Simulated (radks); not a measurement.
Values are calculated unless marked as measured or tabulated.
Problem. Coherent X-ray form factor from a spherical all-electron density. Code: a radial shooting solver on a logarithmic mesh with Libxc functionals. Model: scalar-relativistic Kohn-Sham, LDA (Slater exchange, VWN5 correlation), spin-polarised, spherical densities, finite nucleus; Fermi nuclear charge, rms radius of each element as measured or else 0.836 A^(1/3) + 0.57 fm.

sin(theta)/lambda (1/angstrom)  f0 (electrons)
0.05                                    67.620
0.1                                     66.511
0.15                                    64.755
0.2                                     62.475
0.25                                    59.818
0.3                                     56.931
0.4                                     50.981
0.5                                     45.379
0.6                                     40.443
0.8                                     32.544
1                                       26.649
1.25                                    21.403
1.5                                     17.999
2                                       14.164

The species is in the configuration that NIST lists as its ground one. Which atom or ion scatters so?

Solution. The osmium ion Os8+, [Xe] 4f14. Extrapolating in s^2 from the first two rows gives f0(0) = 68.0, near the electron count 68; among species with that count, the fall with angle is slower the higher Z, and the table is that of Z = 76; from so few rows the species is fixed only to a neighbour or two.
